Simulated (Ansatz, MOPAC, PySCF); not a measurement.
Noncovalent pair: GeH4 (SMILES [GeH4]) (first 5 atoms) with GeH4 (SMILES [GeH4]); geometry from B3LYP-D3(BJ)/def2-TZVP.
(charge 0, multiplicity 1):
```xyz
10

Ge     0.10619     0.02771     0.00370
H     -0.24517     1.45435     0.44958
H     -1.00348    -0.93383     0.45259
H      1.43439    -0.39355     0.64889
H      0.23962    -0.01694    -1.52573
Ge    -0.10624    -0.02775     4.09629
H      0.30290    -1.43114     3.62678
H     -1.44803     0.35202     3.45347
H      0.96588     0.98482     3.66861
H     -0.24621    -0.01564     5.62575
```

Counterpoise-corrected where a basis set is named; no monomer relaxation.

Frozen-core correlation. Filled d and f shells under p-block atoms count as core. Rows in 6-31G* carry no dispersion term and start afresh at each structure (6-31G* with six Cartesian d functions); the Pople sets are all-electron and without relativity. The state that AM1 reach isn't checked.

Codes used: Ansatz (Gaussian basis) for Hartree–Fock, density functionals and correlated methods; MOPAC for AM1 (differences of heats of formation); PySCF for 6-31G* rows, the dispersion terms. Each number belongs to the level named beside it.

Task: What is the computed interaction energy (AM1)?

Result: -0.5 kcal/mol

Ansatz is a quantum-chemistry and plane-wave program.
